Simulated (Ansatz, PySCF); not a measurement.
The pair A = C2H4 (SMILES C=C) (first 6 atoms), B = H4OSi (SMILES O[SiH3]); geometry from B3LYP-D3(BJ)/def2-TZVP.
(charge 0, multiplicity 1):
```xyz
12

C     -0.3552    -0.4689    -0.0182
C      0.4663     0.5705     0.0029
H     -1.1645    -0.5394    -0.7351
H     -0.2469    -1.2837     0.6863
H      1.2720     0.6355     0.7235
H      0.3667     1.3942    -0.6938
O      0.6943    -0.9615     3.1659
Si    -0.3191     0.2315     3.7074
H      1.5662    -1.0299     3.5617
H     -0.4201     0.2004     5.1887
H     -1.6363    -0.0423     3.1053
H      0.1543     1.5782     3.3077
```

Rows in 6-31G* carry no dispersion term and start afresh at each structure (6-31G* with six Cartesian d functions). MP2/6-31G* freezes PySCF's default core.

Programs: Ansatz (Gaussian basis) for Hartree–Fock, density functionals and correlated methods; PySCF for 6-31G* rows. 

Total energies (hartree), monomers frozen at their geometry in the pair:

| structure | PBE/def2-TZVPPD | B3LYP/6-31G* | MP2/6-31G* |
|---|---|---|---|
| AB | -445.4602141 | -445.7312595 | -444.6783157 |
| A in the pair's basis | -78.5018432 | -78.5885473 | -78.2865047 |
| B in the pair's basis | -366.9576646 | -367.1436239 | -366.3916375 |
| A | -78.5017664 | -78.5873241 | -78.2848373 |
| B | -366.9575977 | -367.1425055 | -366.3900912 |

Work out the interaction energy without and with the counterpoise correction, and the superposition error, for each level.


E(AB) − E(A) − E(B), times 627.509 kcal/mol, with the monomers in their own basis and then in the pair's basis:
- PBE/def2-TZVPPD: -0.53 uncorrected, -0.44 corrected; the monomers gain 0.09 kcal/mol from borrowed functions
- B3LYP/6-31G*: -0.90 uncorrected, 0.57 corrected; the monomers gain 1.47 kcal/mol from borrowed functions
- MP2/6-31G*: -2.13 uncorrected, -0.11 corrected; the monomers gain 2.02 kcal/mol from borrowed functions

Ansatz is a quantum-chemistry and plane-wave program.
